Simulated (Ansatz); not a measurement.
Frontier orbitals of AlF₂HSe (`[F][Al]([F])[SeH]`).

Z-matrix (Å, degrees):
```
Al
F 1 1.637
Se 1 2.285 2 119.5
F 1 1.638 2 119.2 3 -180.0
H 3 1.470 1 89.8 2 179.9
```

The species carries charge 0 and has multiplicity 1. Correlated methods include outer-core shells of Se, which these sets cover unevenly. Scalar relativity is left out up to krypton. The structure was optimised at the PBE0-D4/def2-TZVP level. It is one conformer, not always the lowest. Basis def2-TZVPP, Ansatz 0.2.0.

```tsv
functional	HOMO (eV)	LUMO (eV)	gap (eV)
PBE	-6.75	-2.01	4.74
revPBE	-6.69	-1.86	4.83
r2SCAN	-7.03	-1.57	5.46
B97M-V	-7.05	-1.77	5.28
PBE0	-7.91	-1.17	6.74
r2SCANh	-7.45	-1.30	6.15
HSE06 (plane-wave form)	-7.51	-1.54	5.97
CAM-B3LYP	-9.17	-0.31	8.86
LC-ωPBE	-10.54	0.99	11.53
ωB97X-V	-10.18	0.81	10.99
ωB97M-V	-10.03	0.48	10.51
```

A quarter of exact exchange (PBE0) shifts PBE's HOMO by −1.16 eV and its LUMO by +0.84 eV; full exchange at long range (ωB97M-V) shifts them by −3.29 and +2.49 eV. The gap opens from 4.74 to 10.52 eV, since occupied levels lose self-interaction and empty ones feel all the electrons. A positive LUMO is unbound and depends on the basis.

LC-ωPBE has ω = 0.4 bohr⁻¹.
